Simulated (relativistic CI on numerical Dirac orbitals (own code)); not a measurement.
# Sensitivity of the levels of Cs²¹⁺ to α and to the nuclear radius

These numbers are calculated, not measured: Dirac-Coulomb-Breit CI, KLI orbitals optimised for each configuration, derivatives by finite differences, unscaled Slater integrals, QED left out (own radial code, finite nucleus).

Configurations in the expansion (outside the closed core [Ar] 3d10): 4s2.4p4, 4s.4p5, 4s2.4p3.4d, 4p6, 4s.4p4.4d, 4s2.4p3.4f. Double excitations out of closed p, d and f shells are left out; levels of such configurations are missing from the list, as are those of other unlisted configurations, and high levels can miss mixing partners.

With x = (α/α₀)² − 1 an excitation energy changes as ω = ω₀ + qx; K = 2q/ω₀ is the relative enhancement. Terms are leading LS components, so labels can repeat. The field-shift factor is F = δν/δ⟨r²⟩ for the transition from the lowest level.

Lowest level 4s2.4p4 3P_2.

```tsv
Level	ω₀ (cm⁻¹)	q (cm⁻¹)	K	F (GHz/fm²)
4s2.4p4 3P_0	47818	8699	0.364	-0.994
4s2.4p4 3P_1	133565	156900	2.35	-6.15
4s2.4p4 1D_2	159112	155200	1.95	-6.03
4s2.4p4 1S_0	318211	306500	1.93	-13.8
4s.4p5 3P°_2	573856	178500	0.622	-191
4s.4p5 3P°_1	620960	184500	0.594	-173
4s.4p5 3P°_0	704809	232000	0.658	-126
4s2.4p3.4d 3F°_2	712429	21370	0.06	3.02
4s2.4p3.4d 5D°_3	720275	32070	0.0891	3.74
4s2.4p3.4d 5D°_0	727017	126800	0.349	-61.2
4s2.4p3.4d 5D°_1	733201	74820	0.204	-20.9
4s2.4p3.4d 5D°_4	742794	56900	0.153	3.88
4s.4p5 1P°_1	762638	274300	0.719	-142
4s2.4p3.4d 5D°_2	766671	82450	0.215	-3.18
4s2.4p3.4d 3G°_3	802296	77480	0.193	2.52
4s2.4p3.4d 3D°_1	824062	117700	0.286	0.816
4s2.4p3.4d 3F°_2	831872	160500	0.386	-1.77
4s2.4p3.4d 1S°_0	837508	165600	0.396	-2.94
4s2.4p3.4d 3F°_3	844506	168100	0.398	-1.4
4s2.4p3.4d 3D°_1	853730	120300	0.282	-11.6
4s2.4p3.4d 3D°_3	857691	189100	0.441	-1.4
4s2.4p3.4d 3G°_4	862516	181800	0.422	-1.24
4s2.4p3.4d 3F°_4	874094	172900	0.396	-1.21
```

At this charge energies of transitions that change n are usually good to better than 1 %, and those within a shell (Δn = 0) to a few per cent.
